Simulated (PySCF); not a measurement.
# Dipole response of Zr(2+) (zirconium, charge +2)

[Kr] 4d1 5s1, high-spin 3D determinant (an excited configuration). Calculation: PySCF 2.14, in def2-QZVPPD with the def2 core potential (28 electrons) (7s5p4d3f2g, 81 functions); scalar relativity through the core potential. Coupled (time-dependent) response in atomic units; α is the mean over directions.

| method | mean α (bohr³) | α xx, yy, zz | C₆ (like pair) | S(−4) |
| --- | --- | --- | --- | --- |
| UHF | 44.64 | 44.42, 44.42, 45.08 | 299.7 | 1493 |
| PBE | 34.65 | 34.54, 34.54, 34.86 | 219.2 | 831.3 |
| PBE0 | 36.79 | 36.57, 36.57, 37.25 | 235.6 | 958.7 |
| HSE06 | 35.50 | 35.50, 35.50, 35.50 | 225.5 | 881.8 |

S(−4) is the Cauchy moment in α(ω) = α(0) + S(−4) ω² + …

Spin-orbit coupling is absent.

α(iu) at PBE:

```csv
u (hartree),α(iu) (bohr³)
0,34.65
0.0500,32.71
0.100,28.17
0.200,18.95
0.300,13.18
0.500,7.848
0.750,5.168
1.00,3.809
1.50,2.368
2.00,1.605
3.00,0.8575
5.00,0.3507
```

For an ion, C₆ is the dispersion term alone; charge-induced terms of lower order in 1/R come first.

The components differ because the open shell of this determinant is not spherical; for a pure term their mean is the scalar polarisability.

Energies and moments cover only the electrons outside the core potential.
